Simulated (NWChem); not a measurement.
System: C3H4F2Si; SMILES FC(F)=C=C[SiH3]

Input file for NWChem:

```
start job
memory heap 200 mb stack 900 mb global 1100 mb
geometry units angstroms noautosym nocenter noautoz
  F      1.094846    -2.209600     0.202448
  C      0.000049    -1.491623    -0.046375
  F     -1.095451    -2.207699     0.204813
  C      0.000622    -0.264563    -0.486796
  C      0.001269     0.985471    -0.879869
  Si     0.003638     2.441661     0.320947
  H      0.000374     1.198899    -1.953954
  H      1.206863     3.284561     0.086078
  H      0.007883     1.931460     1.713475
  H     -1.202479     3.282505     0.093484
end
basis spherical
  F library pcsseg-1
  C library pcsseg-1
  Si library pcsseg-1
  H library pcsseg-1
end
dft
  xc slater vwn_5
  iterations 150
end
property
  shielding 8 1 2 4 5 6 7 8 9
  efieldgrad
end
task dft property
```

NWChem printed, in part:

```
             Northwest Computational Chemistry Package (NWChem) 7.3.0
             --------------------------------------------------------

                             Geometry "geometry" -> ""
                             -------------------------

 Output coordinates in angstroms (scale by  1.889725989 to convert to a.u.)

  No.       Tag          Charge          X              Y              Z
 ---- ---------------- ---------- -------------- -------------- --------------
    1 F                    9.0000     1.09484600    -2.20960000     0.20244800
    2 C                    6.0000     0.00004900    -1.49162300    -0.04637500
    3 F                    9.0000    -1.09545100    -2.20769900     0.20481300
    4 C                    6.0000     0.00062200    -0.26456300    -0.48679600
    5 C                    6.0000     0.00126900     0.98547100    -0.87986900
    6 Si                  14.0000     0.00363800     2.44166100     0.32094700
    7 H                    1.0000     0.00037400     1.19889900    -1.95395400
    8 H                    1.0000     1.20686300     3.28456100     0.08607800
    9 H                    1.0000     0.00788300     1.93146000     1.71347500
   10 H                    1.0000    -1.20247900     3.28250500     0.09348400

 Effective nuclear repulsion energy (a.u.)     258.2261941192

                              NWChem Property Module
                              ----------------------

  itol2e modified to match energy
  convergence criterion.

                                 NWChem DFT Module
                                 -----------------

 Summary of "ao basis" -> "ao basis" (spherical)
 ------------------------------------------------------------------------------
       Tag                 Description            Shells   Functions and Types
 ---------------- ------------------------------  ------  ---------------------
 F                          pcsseg-1                 7       17   3s3p1d
 C                          pcsseg-1                 7       17   3s3p1d
 Si                         pcsseg-1                10       24   4s5p1d
 H                          pcsseg-1                 3        5   2s1p

  itol2e modified to match energy
  convergence criterion.

            General Information
            -------------------
          SCF calculation type: DFT
          Wavefunction type:  closed shell.
          No. of atoms     :    10
          No. of electrons :    54
           Alpha electrons :    27
            Beta electrons :    27
          Charge           :     0
          Spin multiplicity:     1
          Use of symmetry is: off; symmetry adaption is: off
          Maximum number of iterations: 150
          AO basis - number of functions:   129
                     number of shells:    57
          Convergence on energy requested:  1.00D-07
          Convergence on density requested:  1.00D-05
          Convergence on gradient requested:  5.00D-04

              XC Information
              --------------
                        Slater Exchange Functional  1.000 local
                      VWN V Correlation Functional  1.000 local

             Grid Information
             ----------------
          Grid used for XC integration:  fine
          Radial quadrature: Mura-Knowles
          Angular quadrature: Lebedev.
          Tag              B.-S. Rad. Rad. Pts. Rad. Cut. Ang. Pts.
          ---              ---------- --------- --------- ---------
          F                   0.50       70          14.0       590
          C                   0.70       70          13.0       590
          Si                  1.10      123          11.0       770
          H                   0.35       60          12.0       590
          Grid pruning is: on
          Number of quadrature shells:   713
          Spatial weights used:  Erf1

      Superposition of Atomic Density Guess
      -------------------------------------

 Sum of atomic energies:        -602.49900931

      Non-variational initial energy
      ------------------------------

 Total energy =    -604.943290
 1-e energy   =   -1345.353221
 2-e energy   =     482.183737
 HOMO         =      -0.232136
 LUMO         =      -0.041381

   convergence    iter        energy       DeltaE   RMS-Dens  Diis-err
 ---------------- ----- ----------------- --------- --------- ---------
 d= 0,ls=0.0,diis     1   -602.1321589287 -8.60D+02  1.54D-02  2.34D+00
 d= 0,ls=0.0,diis     2   -601.9099452800  2.22D-01  1.11D-02  4.18D+00
 d= 0,ls=0.0,diis     3   -602.2480853679 -3.38D-01  4.57D-03  4.08D-01
 d= 0,ls=0.0,diis     4   -602.2656413691 -1.76D-02  2.38D-03  2.03D-01
 d= 0,ls=0.0,diis     5   -602.2960947889 -3.05D-02  4.87D-04  9.50D-03
  Resetting Diis
 d= 0,ls=0.0,diis     6   -602.2968306601 -7.36D-04  2.16D-04  8.47D-04
 d= 0,ls=0.0,diis     7   -602.2968982548 -6.76D-05  3.00D-04  3.96D-04
 d= 0,ls=0.0,diis     8   -602.2965997388  2.99D-04  2.16D-04  2.80D-03
 d= 0,ls=0.0,diis     9   -602.2969454861 -3.46D-04  1.73D-05  8.42D-06
 d= 0,ls=0.0,diis    10   -602.2969462412 -7.55D-07  6.55D-06  1.61D-06
 d= 0,ls=0.0,diis    11   -602.2969464962 -2.55D-07  6.36D-07  8.30D-09
 d= 0,ls=0.0,diis    12   -602.2969464972 -1.00D-09  1.59D-07  3.49D-10

         Total DFT energy =     -602.296946497157
      One electron energy =    -1348.311979365880
           Coulomb energy =      543.729653952164
    Exchange-Corr. energy =      -55.940815202633
 Nuclear repulsion energy =      258.226194119193

 Numeric. integr. density =       54.000000762341

                       DFT Final Molecular Orbital Analysis
                       ------------------------------------

 Vector   25  Occ=2.000000D+00  E=-3.202964D-01
              MO Center=  6.8D-03,  2.3D+00,  8.6D-01, r^2= 2.3D+00
   Bfn.  Coefficient  Atom+Function         Bfn.  Coefficient  Atom+Function
  ----- ------------  ---------------      ----- ------------  ---------------
   120      0.386865   9 H  s               101      0.286549   6 Si pz
   121      0.213429   9 H  s               100     -0.192314   6 Si py
   115     -0.173915   8 H  s               125     -0.172620  10 H  s
   104      0.132735   6 Si pz              110      0.099023   7 H  s
   116     -0.097198   8 H  s               126     -0.096435  10 H  s

 Vector   26  Occ=2.000000D+00  E=-2.837910D-01
              MO Center=  4.7D-04,  8.1D-01, -4.3D-01, r^2= 3.7D+00
   Bfn.  Coefficient  Atom+Function         Bfn.  Coefficient  Atom+Function
  ----- ------------  ---------------      ----- ------------  ---------------
    58      0.293533   4 C  px               75      0.271092   5 C  px
    78      0.228515   5 C  px               61      0.213497   4 C  px
   115     -0.179205   8 H  s               125      0.179848  10 H  s
    55      0.142718   4 C  px               99     -0.137887   6 Si px
   116     -0.132937   8 H  s               126      0.133308  10 H  s

 Vector   27  Occ=2.000000D+00  E=-2.284743D-01
              MO Center=  5.5D-04, -6.1D-01, -2.8D-01, r^2= 3.1D+00
   Bfn.  Coefficient  Atom+Function         Bfn.  Coefficient  Atom+Function
  ----- ------------  ---------------      ----- ------------  ---------------
    63      0.291476   4 C  pz               26      0.286473   2 C  pz
    60      0.271758   4 C  pz               12     -0.170951   1 F  pz
    46     -0.170951   3 F  pz                9     -0.165686   1 F  pz
    43     -0.165688   3 F  pz              110      0.160894   7 H  s
    62      0.153367   4 C  py               80     -0.151455   5 C  pz

 Vector   28  Occ=0.000000D+00  E=-9.758164D-02
              MO Center=  8.8D-04,  2.9D-01, -5.2D-01, r^2= 3.2D+00
   Bfn.  Coefficient  Atom+Function         Bfn.  Coefficient  Atom+Function
  ----- ------------  ---------------      ----- ------------  ---------------
    78      0.542947   5 C  px               61     -0.481277   4 C  px
    58     -0.316849   4 C  px               75      0.304868   5 C  px
   126      0.205740  10 H  s               116     -0.204499   8 H  s
    24     -0.162756   2 C  px               55     -0.152655   4 C  px
    72      0.151671   5 C  px              102      0.149201   6 Si px

 Vector   29  Occ=0.000000D+00  E=-2.928720D-02
              MO Center=  1.7D-03,  3.1D-01, -1.1D-01, r^2= 5.8D+00
   Bfn.  Coefficient  Atom+Function         Bfn.  Coefficient  Atom+Function
  ----- ------------  ---------------      ----- ------------  ---------------
   104      0.588435   6 Si pz              103      0.494047   6 Si py
    29     -0.464917   2 C  pz               89     -0.420780   6 Si s
   111      0.384715   7 H  s                62      0.361734   4 C  py
    26     -0.354398   2 C  pz               63      0.343976   4 C  pz
    79      0.292388   5 C  py               60      0.268966   4 C  pz

[...]

          -----------------------------------------
          Chemical Shielding Tensors (GIAO, in ppm)
          -----------------------------------------

                                NWChem CPHF Module
                                ------------------

  scftype          =     RHF
  nclosed          =       27
  nopen            =        0
  variables        =     2754
  # of vectors     =        3
  tolerance        = 0.10D-03
  level shift      = 0.00D+00
  max iterations   =       50
  max subspace     =       30

 SCF residual:    1.5952441943322025E-005

Iterative solution of linear equations
  No. of variables     2754
  No. of equations        3
  Maximum subspace       30
        Iterations       50
       Convergence  1.0D-04

   iter   nsub   residual    time
   ----  ------  --------  ---------
     1      3    1.55D-05      61.2

      Atom:    1  F
        Diamagnetic
    485.7481    -10.0257      3.4748
    -10.0257    472.1967     -1.6235
      3.4748     -1.6235    466.7521

        Paramagnetic
   -226.6005     92.5374    -39.5560
     92.5374   -185.6407    -26.0340
    -39.5560    -26.0340   -240.0951

        Total Shielding Tensor
    259.1477     82.5117    -36.0812
     82.5117    286.5560    -27.6575
    -36.0812    -27.6575    226.6570

           isotropic =     257.4536
          anisotropy =     169.2484

          Principal Components and Axis System
                 1           2           3
              370.2858    216.0629    186.0120

      1         0.6295     -0.0625      0.7745
      2         0.7182      0.4271     -0.5493
      3        -0.2964      0.9020      0.3138

      Atom:    2  C
        Diamagnetic
    257.5535     -0.0096     -0.0361
     -0.0096    260.8409    -11.7193
     -0.0361    -11.7193    233.7458

        Paramagnetic
   -281.3070      0.0531      0.1213
      0.0531   -274.8872     38.9346
      0.1213     38.9346   -194.6481

        Total Shielding Tensor
    -23.7535      0.0435      0.0853
      0.0435    -14.0464     27.2152
      0.0853     27.2152     39.0977

           isotropic =       0.4326
          anisotropy =      75.1938

          Principal Components and Axis System
                 1           2           3
               50.5618    -25.5104    -23.7536

      1         0.0013     -0.0040      1.0000
      2         0.3882      0.9216      0.0032
      3         0.9216     -0.3882     -0.0027

      Atom:    3  C
        Diamagnetic
    246.6929      0.0227     -0.0105
      0.0227    286.1421    -13.8594
     -0.0105    -13.8594    249.5420

        Paramagnetic
   -205.9988     -0.0784     -0.0735
     -0.0784   -390.7009     43.7939
     -0.0735     43.7939   -306.3580

        Total Shielding Tensor
     40.6941     -0.0557     -0.0840
     -0.0557   -104.5588     29.9345
     -0.0840     29.9345    -56.8160

           isotropic =     -40.2269
          anisotropy =    -118.1217

          Principal Components and Axis System
                 1           2           3
             -118.9747    -42.4002     40.6943

      1         0.0001      0.0012      1.0000
      2         0.9010      0.4339     -0.0006
      3        -0.4339      0.9010     -0.0010

      Atom:    4  C
        Diamagnetic
    248.7717      0.0271      0.0182
      0.0271    275.4393      3.8401
      0.0182      3.8401    262.8739

        Paramagnetic
    -77.1851     -0.1400     -0.2260
     -0.1400   -257.9489      2.2416
     -0.2260      2.2416   -292.5964

        Total Shielding Tensor
    171.5866     -0.1130     -0.2078
     -0.1130     17.4904      6.0816
     -0.2078      6.0816    -29.7224

           isotropic =      53.1182
          anisotropy =     177.7031

          Principal Components and Axis System
                 1           2           3
              171.5869    -30.4934     18.2611

      1         1.0000      0.0010      0.0009
      2        -0.0008     -0.1257      0.9921
      3        -0.0011      0.9921      0.1257

      Atom:    5  Si
        Diamagnetic
    878.1884      0.0091      0.0074
      0.0091    885.4308      3.4181
      0.0074      3.4181    881.2563

        Paramagnetic
   -523.8219      0.1216      0.2095
      0.1216   -473.5054     24.5601
      0.2095     24.5601   -461.8662

        Total Shielding Tensor
    354.3665      0.1307      0.2168
      0.1307    411.9255     27.9783
      0.2168     27.9783    419.3901

           isotropic =     395.2274
          anisotropy =      72.9859

          Principal Components and Axis System
                 1           2           3
              443.8846    387.4317    354.3658

      1         0.0028     -0.0013      1.0000
      2         0.6587      0.7524     -0.0008
      3         0.7524     -0.6587     -0.0030

      Atom:    6  H
        Diamagnetic
     20.0197      0.0021      0.0180
      0.0021     26.8929     -4.2505
      0.0180     -4.2505     41.0792

        Paramagnetic
      2.3695      0.0016     -0.0159
      0.0016     -2.6743      5.4697
     -0.0159      5.4697    -16.8034

        Total Shielding Tensor
     22.3892      0.0038      0.0021
      0.0038     24.2186      1.2192
      0.0021      1.2192     24.2758

           isotropic =      23.6279
          anisotropy =       2.7583

          Principal Components and Axis System
                 1           2           3
               25.4668     23.0277     22.3892

      1         0.0013      0.0019      1.0000
      2         0.6988      0.7153     -0.0023
      3         0.7153     -0.6988      0.0004

      Atom:    7  H
        Diamagnetic
     30.2362      7.1470     -0.9729
      7.1470     29.6646      0.1313
     -0.9729      0.1313     22.5936

        Paramagnetic
     -2.8984     -3.7430      0.5584
     -3.7430     -2.4196     -0.0316
      0.5584     -0.0316      1.5249

        Total Shielding Tensor
     27.3378      3.4040     -0.4145
      3.4040     27.2450      0.0997
     -0.4145      0.0997     24.1185

           isotropic =      26.2337
          anisotropy =       6.7045

          Principal Components and Axis System
                 1           2           3
               30.7034     24.3776     23.6201

      1         0.7128     -0.3964     -0.5786
      2         0.7006      0.4427      0.5597
      3        -0.0343      0.8043     -0.5932

      Atom:    8  H
        Diamagnetic
     21.3081     -0.0035      0.0437
     -0.0035     25.7204     -1.2769
      0.0437     -1.2769     35.8028

        Paramagnetic
      2.3727      0.0007     -0.0215
      0.0007      0.1448      0.5934
     -0.0215      0.5934     -5.4804

        Total Shielding Tensor
     23.6808     -0.0027      0.0221
     -0.0027     25.8652     -0.6835
      0.0221     -0.6835     30.3225

           isotropic =      26.6228
          anisotropy =       5.7033

          Principal Components and Axis System
                 1           2           3
               30.4250     25.7627     23.6807

      1         0.0033      0.0003      1.0000
      2        -0.1482      0.9890      0.0002
      3         0.9889      0.1482     -0.0033
```

Level: LDA (Slater exchange, VWN5)/pcSseg-1, GIAO. Coordinates come from a B3LYP/6-31G* (spherical d) optimisation. NWChem prints the field gradient with the sign opposite to the second derivative of the potential. The output numbers the shielded atoms by their place in the input's list. The printed shielding anisotropy is the first printed principal value minus the mean of the other two.
